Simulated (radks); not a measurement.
The numbers below are computed, except where a source is named.
Species: the ruthenium ion Ru14+. Configuration: [Ar] 3d10 4s2.

Code: a radial shooting solver on a logarithmic mesh with Libxc functionals. Model: scalar-relativistic Kohn-Sham, LDA (Slater exchange, Perdew-Wang correlation), spin-unpolarised, spherical densities, finite nucleus; Fermi nuclear charge, rms radius 4.4809 fm.

Energy parts (hartree):
total: -4457.92793
kinetic: 4611.06083
electron-nucleus: -10398.00624
Hartree: 1447.49785
exchange-correlation: -118.48037

Orbitals (lengths in bohr, moments of r in powers of bohr; <r^-3> diverges for s and p1/2):
orbital	occ.	eigenvalue (hartree)	<r^-3>	<r^4>
1s	2	-817.0322	-	5.928e-06
2s	2	-127.4745	-	0.001076
2p	6	-115.5066	3002	0.0007682
3s	2	-31.58649	-	0.05113
3p	6	-27.63931	527.0	0.05455
3d	10	-21.29818	71.89	0.05261
4s	2	-12.54369	-	1.116
4p	0	-11.22901	126.4	1.354
4d	0	-9.19216	16.00	1.864
4f	0	-7.15147	2.239	2.457
5s	0	-6.71824	-	10.93

The highest occupied level is 4s at -341.33 eV. Summed over all electrons, <r^2> = 5.112 bohr^2, which gives a Langevin (diamagnetic) susceptibility term of -4.05 x 10^-6 cm^3/mol. The electron density at the nucleus is 1.122e+05 e/bohr^3 (large components only).
